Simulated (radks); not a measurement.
The numbers below are computed, except where a source is named.
Task: Ionisation of the strontium ion Sr3+, [Ar] 3d10 4s2 4p5, to Sr4+, [Ar] 3d10 4s2 4p4, under several functionals. Scalar-relativistic Kohn-Sham, spin-polarised, spherical densities, finite nucleus; open shells are filled with parallel spins first (spin-orbit coupling, left out, can overturn this in heavy ions); a radial shooting solver on a logarithmic mesh with Libxc functionals. Known Delta-SCF values: r2SCAN 56.617 eV; MS2 meta-GGA 56.498 eV; exchange-only B88 55.026 eV. What does B86b exchange with PBE correlation give, and what is its highest occupied eigenvalue?

Result: 56.391 eV by Delta-SCF; the 4p eigenvalue is -49.624 eV. NIST: 56.280 eV (semi-empirical).
